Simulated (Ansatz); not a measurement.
A nudged elastic band was laid between two geometries of BFH3N + H2O (9 atoms, charge 0, multiplicity 1).

Level of theory: Ansatz, RKS PBE0/def2-SVP.

```
movable images  : 9
climbing image  : yes
spring          : 5.0 eV/Å²
optimiser       : quadratic models (default)
start path      : through a guess of the saddle point
force threshold : 0.05 eV/Å
iteration limit : 60
end points      : relaxed
```

Image 0:

```xyz
9
Properties=species:S:1:pos:R:3
B -0.045 -0.372 -0.249
H -0.237 -1.033 0.744
N 1.253 0.023 -0.607
H 2.071 -0.322 -0.125
H 1.450 0.506 -1.476
F -1.070 -0.040 -1.031
O 0.094 2.108 1.363
H 0.733 1.676 0.780
H 0.145 1.584 2.170
```

Image 10:

```xyz
9
Properties=species:S:1:pos:R:3
B 0.190 0.483 -0.666
H -0.447 0.158 3.408
N 1.480 0.141 -1.114
H 1.609 -0.505 -1.881
H 2.341 0.484 -0.716
F -0.864 -0.062 -1.282
O -0.089 1.336 0.361
H 0.688 1.716 0.776
H -0.514 0.380 2.682
```

Task: What changes between the two ends?

Result: Bonds broken: B1–H2, O7–H9. Bonds formed: B1–O7, H2–H9. BFH3N + H2O becomes BFH3NO + H2.

Task: Give the energies along the band, and the barrier.

Result: The forces met the threshold. The highest image is number 4 of 0 to 10, 27.6 kcal/mol above the first end and 48.8 kcal/mol above the last; the last end lies 21.2 kcal/mol below the first. A structure lower than the first end lies on the path between it and the top, so the climb from that side starts below the end, which may itself be a saddle point or a shallow side well. Neighbouring images differ by up to 1.5 eV, so the band resolves the path poorly. A vibrational analysis at the climbing image gives one clearly imaginary mode, 1390i cm⁻¹: a first-order saddle point. The orbitals stay closed-shell, which can raise the energy where a bond breaks towards radicals; this wasn't checked here.

```
image  path coordinate (Å)  energy (kcal/mol)  B1–H2 (Å)  O7–H9 (Å)  B1–O7 (Å)
    0                 0.00                0.0       1.21       0.96       2.96
    1                 2.42               -1.1       1.21       0.96       2.83
    2                 4.83               -0.8       1.21       0.96       2.85
    3                 7.25                0.2       1.21       0.96       3.13
    4                 9.67               27.6       1.42       1.21       1.57
    5                10.34               -6.0       2.00       1.83       1.38
    6                11.01              -18.4       2.56       2.32       1.36
    7                11.68              -20.6       3.17       2.57       1.36
    8                12.36              -21.0       3.60       2.56       1.36
    9                13.03              -21.2       3.91       2.56       1.36
   10                13.70              -21.2       4.14       2.55       1.36
```

Task: What is the geometry of the highest image?

Result: 
```xyz
9
Properties=species:S:1:pos:R:3:forces:R:3
B 0.075 0.238 0.068 0.00 0.00 0.00
H 0.119 -0.352 1.356 0.00 0.00 0.00
N 1.350 0.217 -0.614 0.00 0.00 0.00
H 1.420 -0.452 -1.372 0.00 0.00 0.00
H 2.207 0.226 -0.076 0.00 0.00 0.00
F -0.997 -0.262 -0.577 0.00 0.00 0.00
O -0.250 1.618 0.733 0.00 0.00 0.00
H 0.501 2.205 0.564 0.00 0.00 0.00
H -0.029 0.692 1.485 0.00 0.00 0.00
```

The run took 7.7 min on 2 threads of Arm Neoverse V2, on a shared host, peak memory 0.16 GiB.
